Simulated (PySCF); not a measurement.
Bonding in Al(H2S)F3

Species: Al(H2S)F3.
Geometry (PBE0-D3(BJ)/def2-SVP, Å), atoms numbered from 1 in this order:
```
atom  x, y, z in Å
Al1    0.082   -0.109   -1.017
S2     0.251   -0.402    1.437
H3     0.573    0.890    1.677
H4    -1.065   -0.191    1.669
F5     1.696   -0.140   -1.397
F6    -0.670    1.375   -0.993
F7    -0.866   -1.423   -1.376
```

Bond orders from the PBE0/pcSseg-1 (pcSseg-2 on Al) density (PySCF). Isolated species at its PBE0-D3(BJ)/def2-SVP geometry, gas phase.

Problem. Give the Mayer order of every bond, beside its length.

Solution. 
```
  bond  length (Å)  Mayer order
Al1–S2       2.477        0.404
Al1–F5       1.659        0.907
Al1–F6       1.663        0.889
Al1–F7       1.660        0.905
 S2–H3       1.353        0.934
 S2–H4       1.353        0.934
```

Problem. Sum the orders of all bonds at each heavy atom with more than one neighbour.

Solution. Al1 3.105, S2 2.272. Orders between atoms that aren't bonded are not in these sums.

The Mayer order sums products of elements of PS (density times overlap matrix) between the two atoms' basis functions, so it depends on the basis set.
